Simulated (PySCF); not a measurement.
HNP, SMILES [NH+]#P, charge +1. The structure is a stationary point at PBE-D3(BJ)/def2-TZVPD. The isomer is the one that the SMILES or the coordinates give; other isomers of the formula were not compared.

Problem. Give the equilibrium geometry at PBE-D3(BJ)/def2-TZVPD (PySCF confirms it by a frequency run) as Cartesian coordinates in Å, and its point group. (The exact figures need the calculation; the answer reports its results.)

Solution. point group C∞v.
```xyz
3

N      0.0000     0.0000     0.9137
P      0.0000     0.0000    -0.5555
H      0.0000     0.0000     1.9370
```
Charge +1, spin multiplicity 1.
